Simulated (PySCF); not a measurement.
FGa (SMILES [F][Ga]), singlet, geometry from GFN2-xTB (such geometries of metal compounds can be far from the true shape). Base run: PySCF with B3LYP/6-311G**.

Geometry (Å):
```xyz
2

Ga     0.0000     0.0000    -0.4048
F      0.0000     0.0000     1.3943
```
All else is at PySCF's defaults.
Base energy -2024.79626 Eh.

Variants of this job, named by their change:

```csv
change,ΔE vs base (mEh),grid points,electrons on the grid,outcome
base,0.000,35168,40.00000,converged
grids.level = 4,0.002,59216,40.00000,converged
grids.prune = dft.gen_grid.sg1_prune,-,-,-,input refused
"grids.atom_grid = (30, 110)",9.028,4888,39.99836,converged
"grids.atom_grid = (99, 590)",0.002,60832,40.00000,converged
grids.radi_method = delley,0.031,35456,40.00000,converged
"grids.atom_grid = (75, 302)",0.010,27552,39.99999,converged
grids.level = 5,0.002,89160,40.00000,converged
grids.becke_scheme = stratmann,0.001,35168,40.00000,converged
grids.level = 1,-0.005,12720,40.00002,converged
grids.level = 0,12.995,3512,39.99861,converged
```

- grids.prune = dft.gen_grid.sg1_prune: ended with `IndexError: index 31 is out of bounds for axis 0 with size 19`
